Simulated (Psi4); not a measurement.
CH5Si, doublet, at a GFN2-xTB geometry. Base run: CCSD(T)/def2-SVP (Psi4).

Here is a job for Psi4.
```
memory 2 GB

molecule mol {
0 2
C    -0.009619    0.085584   -1.207927
Si    0.006934    0.023373    0.684427
H    -0.034321   -0.918997   -1.628565
H    -0.879928    0.618393   -1.581170
H     0.874747    0.582172   -1.597709
H    -1.215595   -0.536052    1.247971
H     1.215737   -0.586242    1.225054
}

set {
  basis def2-svp
  reference uhf
  freeze_core true
}

energy('ccsd(t)')
print_variables()
```

The base run was repeated with changes; each row names its change, and settings that it needs were set with it.

```csv
change,ΔE vs base (mEh),MP2 correlation (Eh),CC correlation without the perturbative part (Eh),basis functions
base,0.000,-0.23556,-0.27297,57
method = ccsd,6.759,-0.23556,-0.27297,57
method = mp3,12.891,-0.23533,-,57
method = mp2,44.399,-0.23533,-,57
```

Open shells are given as the SCF converged; they aren't shown to be the lowest states, and a large step between rows can be another state.
